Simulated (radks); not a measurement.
Results of a calculation; reference values are marked as such.
Task: Ba8+, configuration [Kr] 4d10 5s2. Code: a radial shooting solver on a logarithmic mesh with Libxc functionals. Model: scalar-relativistic Kohn-Sham, r2SCAN, spin-polarised, spherical densities, finite nucleus; meta-GGA in the generalised Kohn-Sham scheme; Fermi nuclear charge, rms radius 4.8378 fm. Some entries of the table are withheld. Estimate them.

orbital,occ.,eigenvalue (hartree),r(max) (bohr)
1s,2,-1375.481,0.01642
2s,2,-221.3878,(1)
2p,6,-198.8154,0.07464
3s,2,(2),0.2659
3p,6,-42.76819,(3)
3d,10,(4),0.2154
4s,2,-12.95805,0.6244
4p,6,-10.58601,0.6523
4d,10,-7.11637,0.6915
5s,2,-4.57133,1.390
5p,0,-3.85530,1.515
6s,0,-2.07412,2.520

Result: 
(1) 2s r(max) (bohr): 0.09282
(2) 3s eigenvalue (hartree): -50.04980
(3) 3p r(max) (bohr): 0.2603
(4) 3d eigenvalue (hartree): -32.20735
